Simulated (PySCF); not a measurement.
PySCF input file for Nb(F)5 anion (F5Nb), SMILES [F][Nb]([F])([F])([F])[F] (connectivity only; charge and spin as stated), charge -1, multiplicity 2, PBE-D3(BJ)/def2-SVPD. Geometry optimised at PBE-D3(BJ)/def2-SVPD. The geometry has at least one imaginary mode, so it is a saddle point at that level. The spin state was assumed, not searched. The isomer is the one that the SMILES or the coordinates give; other isomers of the formula were not compared. The def2 effective core potentials stand for the cores of Nb; spin–orbit coupling is left out.

```python
import numpy as np
from pyscf import gto, scf, dft, df
from pyscf.hessian import thermo

mol = gto.M(
    atom='''
    Nb   -0.00000000   -0.00000000    0.03099577
    F     0.00000001    1.55494964   -1.11795223
    F    -1.99994081    0.00000001    0.07575333
    F     1.99994081    0.00000000    0.07575335
    F     0.00000001   -1.55494963   -1.11795226
    F    -0.00000001   -0.00000002    1.94319486
    ''',
    basis='def2-SVPD',
    ecp={'Nb': 'def2-svp'},
    charge=-1,
    spin=1,
    max_memory=1600,
    verbose=3,
)
mf = dft.UKS(mol, xc='pbe').density_fit(auxbasis='def2-universal-jkfit')
mf.disp = 'd3bj'
mf.grids.level = 3
mf.conv_tol = 1e-11
mf.max_cycle = 100
mf.kernel()
fine, coarse = mf.grids, dft.Grids(mol).set(level=1).build(with_non0tab=True)
for _ in range(3):  # follow internal instabilities
    mf.grids = coarse
    mo, _, stable, _ = mf.stability(return_status=True, nroots=4)
    mf.grids = fine
    if stable:
        break
    mf.kernel(mf.make_rdm1(mo, mf.mo_occ))

# [left out here: the lines that compute and print the analytic Hessian (its translational invariance restored by hand, since the grid's response is missing), thermochemistry and intensities]
```

Program output:

```

WARN: HOMO -0.590040842062028 >= LUMO -0.590040842062026


WARN: HOMO 0.163819819714572 >= LUMO 0.164509126528396

converged SCF energy = -555.794473697437  <S^2> = 0.7519295  2S+1 = 2.0019286
<class 'pyscf.df.df_jk.DFUKS'> wavefunction is stable in the internal stability analysis

WARN: DFTD3 does not support analytical Hessian, using finite difference


WARN: Mole.unit (angstrom) is changed to Bohr

Mode                                 0                   1                   2
Irrep
Freq [cm^-1]                      -55.1366             70.5815            100.1317
Reduced mass [au]                  18.9984             21.1126             19.2346
Force const [Dyne/A]               -0.0340              0.0620              0.1136
Char temp [K]                     -79.3293            101.5511            144.0672
Normal mode                   x     y     z       x     y     z       x     y     z
       0  Nb                 0.00 -0.00 -0.00    0.00  0.04 -0.00   -0.00  0.00  0.01
       1   F                 0.13  0.00  0.00    0.00 -0.04 -0.08   -0.00  0.06  0.09
       2   F                -0.00 -0.10 -0.00    0.00  0.03  0.00   -0.00 -0.00 -0.12
       3   F                -0.00  0.10  0.00   -0.00  0.03  0.00    0.00 -0.00 -0.12
       4   F                -0.13  0.00 -0.00   -0.00 -0.04  0.08    0.00 -0.06  0.09
       5   F                 0.00  0.00 -0.00   -0.00 -0.17 -0.00   -0.00 -0.00  0.01
Mode                                 3                   4                   5
Irrep
Freq [cm^-1]                      162.1922            178.8845            187.1358
Reduced mass [au]                  22.6657             20.3159             22.6175
Force const [Dyne/A]                0.3513              0.3830              0.4667
Char temp [K]                     233.3584            257.3750            269.2467
Normal mode                   x     y     z       x     y     z       x     y     z
       0  Nb                 0.00 -0.05 -0.00   -0.03 -0.00 -0.00    0.00  0.00 -0.05
       1   F                -0.00 -0.02  0.02    0.12  0.00  0.00   -0.00  0.09  0.07
       2   F                 0.00  0.14  0.00   -0.03 -0.00  0.09    0.00 -0.00  0.08
       3   F                -0.00  0.14  0.00   -0.03  0.00 -0.09   -0.00 -0.00  0.08
       4   F                -0.00 -0.02 -0.02    0.12 -0.00  0.00   -0.00 -0.09  0.07
       5   F                 0.00 -0.00 -0.00   -0.03  0.00 -0.00    0.00  0.00 -0.06
Mode                                 6                   7                   8
Irrep
Freq [cm^-1]                      235.3915            496.5596            519.9842
Reduced mass [au]                  20.6793             18.9986             22.0891
Force const [Dyne/A]                0.6751              2.7600              3.5189
Char temp [K]                     338.6759            714.4388            748.1416
Normal mode                   x     y     z       x     y     z       x     y     z
       0  Nb                -0.03  0.00  0.00    0.00 -0.00 -0.00    0.00 -0.04 -0.00
       1   F                 0.04 -0.00 -0.00   -0.00 -0.04  0.03    0.00  0.11 -0.09
       2   F                -0.05  0.00 -0.06   -0.15  0.00  0.00    0.00 -0.00  0.00
       3   F                -0.05 -0.00  0.06    0.15  0.00  0.00   -0.00 -0.00  0.00
       4   F                 0.04  0.00 -0.00   -0.00  0.04  0.03   -0.00  0.11  0.09
       5   F                 0.18 -0.00  0.00   -0.00 -0.00 -0.06   -0.00 -0.01  0.00
Mode                                 9                  10                  11
Irrep
Freq [cm^-1]                      536.1297            598.7233            624.0623
Reduced mass [au]                  25.5283             19.0219             24.6294
Force const [Dyne/A]                4.3233              4.0175              5.6515
Char temp [K]                     771.3712            861.4296            897.8867
Normal mode                   x     y     z       x     y     z       x     y     z
       0  Nb                 0.06  0.00 -0.00    0.00  0.00 -0.00   -0.00  0.00 -0.06
       1   F                -0.01  0.00 -0.00   -0.00 -0.10  0.07   -0.00 -0.06  0.06
       2   F                -0.13  0.00  0.00    0.07  0.00  0.00   -0.01  0.00  0.00
       3   F                -0.13 -0.00 -0.00   -0.07  0.00  0.00    0.01  0.00  0.00
       4   F                -0.01 -0.00 -0.00   -0.00  0.10  0.07   -0.00  0.06  0.06
       5   F                -0.01  0.00  0.00    0.00  0.00 -0.12    0.00 -0.00  0.16
temperature 298.1500 [K]
pressure 101325.00 [Pa]
Rotational constants [GHz] 2.39057 2.07250 1.86135
Symmetry number 2
Zero-point energy (ZPE) 0.00845 [Eh]   22189.390 [J/mol]
                           tot       elec      trans        rot        vib
Entropy [J/mol/K]       371.551      5.763    174.046    111.163     80.579
Cv [J/mol/K]             95.935      0.000     12.472     12.472     70.992
Cp [J/mol/K]            104.250      0.000     20.786     12.472     70.992
Internal energy [J/mol]                      3718.434   3718.434  34726.964
Internal energy [Eh]   -555.77841  -555.79447
Enthalpy [J/mol]                             6197.391   3718.434  34726.964
Enthalpy [Eh]          -555.77747
Gibbs free energy [J/mol]                  -45694.531 -29424.928  10702.454
Gibbs free energy [Eh] -555.81966
mode   freq/cm-1   IR/(km/mol)
   1      -55.14         0.000
   2       70.58        23.893
   3      100.13         6.064
   4      162.19        33.155
   5      178.88         8.279
   6      187.14        17.265
   7      235.39         5.426
   8      496.56         0.006
   9      519.98       221.971
  10      536.13       360.548
  11      598.72         0.366
  12      624.06       247.937
max |gradient| / (hartree/bohr): 0.00013208514148421255
APT charges: [ 2.9586 -0.7727 -0.8325 -0.8325 -0.7727 -0.7485]
```

The run converged. The end point has an imaginary mode, so it is no minimum.
